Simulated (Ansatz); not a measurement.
Program: Ansatz. Geometries: PBE0-D4/def2-TZVP. ΔE: electronic, gas phase. CBS: MP2 limit from def2 TZ/QZ plus the TZ coupled-cluster correction, frozen cores. This one scheme is used for every species. DFT in def2-TZVPP. B3LYP here is the variant with VWN-RPA as its local correlation; programs differ in this. For Ge outer-core shells are correlated without core-valence functions, which leaves a few kJ/mol of doubt a bond. Scalar relativity is left out up to krypton. One conformer a species, not always the lowest.

Reaction (ligand exchange at the Si–C bond): `C[SiH2][CH2][GeH3]` + `N=CF` → `C[SiH2]/N=C/F` + `[CH3][GeH3]`

Q: Is it downhill or uphill in electronic energy at CCSD(T)/CBS, and by how much? (Best estimate.)

A: The calculation gave: Downhill: ΔE = -11.7 kcal/mol.

Q: What do these levels give: PBE-D4, B3LYP-D4, ωB97X-V, PBE, PBE0, HF/def2-TZVPP, MP2/def2-TZVPP, CCSD(T)/def2-TZVPP, HF/def2-QZVPP, MP2/def2-QZVPP, SCS-MP2/def2-QZVPP, HF/CBS(def2)? (Best estimate.)

A: Ansatz gave: PBE-D4 -11.7, B3LYP-D4 -13.3, ωB97X-V -12.6, PBE -12.6, PBE0 -12.5, HF/def2-TZVPP -15.7, MP2/def2-TZVPP -12.6, CCSD(T)/def2-TZVPP -11.8, HF/def2-QZVPP -15.9, MP2/def2-QZVPP -12.7, SCS-MP2/def2-QZVPP -13.1, HF/CBS(def2) -15.9 kcal/mol.

Largest T1 diagnostic among the species: 0.013.

In def2-TZVPP, CCSD(T) changes the Hartree–Fock value by +3.9 kcal/mol (the triples alone add +0.3 kcal/mol) and MP2 by +3.1 kcal/mol. The D4 term adds +1.6 kcal/mol with B3LYP and +0.9 kcal/mol with PBE0; it sums over pairs of atoms, weighted by their polarisabilities, and B3LYP, whose exchange is more repulsive, gets the larger term.
